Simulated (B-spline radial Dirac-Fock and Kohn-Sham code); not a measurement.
## Atomic SCF run for Tb⁷⁺

ΔSCF core binding energies without Breit or QED terms, calculated with a radial atomic solver. Keys: rel is the Hamiltonian (dirac, or spin-free x2c and nr, where L3 and M5 stand for the whole 2p and 3d shells), method is hf or an exchange,correlation pair (spin-unpolarised, also for the hole states), nuc the nuclear model, radius_factor scales its radius, rmax is the box in bohr, h the logarithmic mesh step, order the B-spline order, points the quadrature points per cell, c_factor scales the speed of light, and damp, ndamp, maxit and tol steer the iteration. The run stops when the commutator error falls below 10·tol·max(1, Z/10), or the numerical noise floor, and the energy has settled to about 1e-8 Ha; the virial ratio is −V/T.

Input (task.json):

```json
{"items": [{"Z": 65, "q": 7, "cfg": [[1, 0, 2], [2, 0, 2], [2, 1, 6], [3, 0, 2], [3, 1, 6], [3, 2, 10], [4, 0, 2], [4, 1, 6], [4, 2, 10], [4, 3, 7], [5, 0, 2], [5, 1, 3]], "A": 159, "rrms": 5.06, "do": "settings", "holes": ["K", "L3", "M5"],
  "settings": [{"rel": "dirac", "method": "hf", "nuc": "fermi", "radius_factor": 1.0, "rmax": 45.0, "h": 0.3, "order": 8, "points": 3, "c_factor": 1.0, "maxit": 64, "damp": 0.5, "ndamp": 3, "tol": 1e-08}]}]}
```

Command: `python xray2_run.py task.json out`

Ground-state iterations:

```
iter   energy (Ha)        error
   1   -11654.97882016  2.07e+00
   2   -11680.99329391  1.42e+00
   3   -11698.64462875  3.44e-01
   4   -11699.80050324  1.14e-01
   5   -11699.86004364  4.10e-02
   6   -11699.87368496  1.50e-02
   7   -11699.87561032  9.79e-04
   8   -11699.87561477  3.01e-04
   9   -11699.87561545  1.54e-05
  10   -11699.87561546  6.06e-07
```

The ground state converged in 10 iterations, with total energy -11699.87562 Ha, virial ratio 1.91451 and highest orbital energy -118.81 eV. ΔSCF binding energies: K (1s) 52339.8 eV, L3 (2p3/2) 7650.5 eV, M5 (3d5/2) 1361.3 eV.

Question: One setting is unsound. Which, and why?

Answer: points is too small to integrate the splines. With the default settings (Dirac Hartree-Fock): The ground state converged in 10 iterations, with total energy -11699.87772 Ha, virial ratio 1.91451 and highest orbital energy -118.81 eV. ΔSCF binding energies: K (1s) 52339.8 eV, L3 (2p3/2) 7650.5 eV, M5 (3d5/2) 1361.3 eV.
